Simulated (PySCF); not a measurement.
selenium dioxide cation (O₂Se), SMILES O=[Se]=O (connectivity only; charge and spin as stated), charge +1, multiplicity 2.

Geometry: B3LYP-D3(BJ)/def2-TZVP. The geometry has at least one imaginary mode, so it is a saddle point at that level. The spin state was assumed, not searched.

Computed with B3LYP-D3(BJ)/def2-TZVP (PySCF).

Frequencies are harmonic and unscaled.

```csv
mode,ν (cm⁻¹),IR (km/mol),moving atoms (share of kinetic energy)
1,298i,444.6,"O 76 %, Se 24 %"
2,298,10.2,"O 79 %, Se 21 %"
3,923,0.0,O 92 %
```
